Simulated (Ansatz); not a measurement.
Born–Oppenheimer molecular dynamics of H$_{4}$OSn (6 atoms, charge 0, multiplicity 1). It starts from a relaxed structure.

Method: RKS revPBE-D4/def2-SVP (Ansatz).

- ensemble: NVE (velocity Verlet)
- time step: 1 fs
- steps asked: 300
- starting velocities drawn for: 500 K
- seed: 185206

First frame:

```xyz
6
Properties=species:S:1:pos:R:3
Sn -0.028 -0.026 -0.059
O 0.041 -0.102 1.964
H -0.868 -0.135 2.322
H 1.643 0.015 -0.478
H -0.869 1.409 -0.560
H -0.826 -1.443 -0.669
```

Task: How far do the bonds stretch over the last three quarters of this one trajectory? (Pairs bonded in most of those frames.)

Result: 
```tsv
bond	mean (Å)	spread (Å)	shortest	longest
Sn1–O2	2.025	0.012	2.00	2.05
Sn1–H4	1.743	0.059	1.65	1.83
Sn1–H5	1.735	0.015	1.70	1.76
Sn1–H6	1.741	0.065	1.64	1.84
O2–H3	0.978	0.007	0.96	0.99
```

Mean temperature of the second half: 251 K. The conserved energy stayed within 0.61 meV per atom of its start (net change 0.2 meV per atom), so the integration is sound. The temperature averaged 0.50 of the 500 K drawn at the start: a run that starts near a minimum puts about half its kinetic energy into the potential. A run of 0.3 ps of so small a system gives no equilibrium averages.

Time of the run: 2.3 min on 1 thread of AMD EPYC 9R45 96-Core Processor (Zen 5), with other jobs on the host, peak memory 0.12 GiB.
